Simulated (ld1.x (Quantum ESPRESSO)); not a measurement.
PBE RRKJ dataset for ytterbium (Yb), scalar-relativistic all-electron reference.

```json
{
  "Element": "ytterbium",
  "Generator": "ld1.x (Quantum ESPRESSO) 7.5",
  "Type": "norm-conserving RRKJ (Kleinman–Bylander form)",
  "Functional": "PBE",
  "Relativity": "scalar-relativistic",
  "Frozen core": "[Kr] 4d10 5s2",
  "Valence charge": "22",
  "Reference configuration": "4f14 5p6 5d0 6s0.5 6p0 (charge +1.5)",
  "Partial waves": "5p (bound): rc 2.35 bohr; 5d (bound, empty): rc 0.60 bohr; 4f (bound): rc 1.30 bohr; 6s (bound): rc 2.50 bohr",
  "Local potential": "the s channel",
  "Core correction": "none",
  "rho0": "0.01"
}
```

Question: Does the generator finish with these settings?

Answer: Yes, a potential is produced.

Question: Estimate the cutoffs (Ry, on a coarse ladder) from which the occupation-weighted sum of valence levels, in a spherical-Bessel basis at the reference potential, stays within 10 and 1 mRy of its value at 400 Ry.

Answer: 200 Ry and 300 Ry.

Question: What does a ghost test show?

Answer: No extra level below or beside the all-electron valence levels (p, d, f, s tested).

Question: Which valence shell sets the plane-wave cutoff?

Answer: 4f: its level needs 200 Ry to come within 1 mRy, against 21 Ry for 5p.

No test is counted, since the test run did not reproduce the reference configuration.
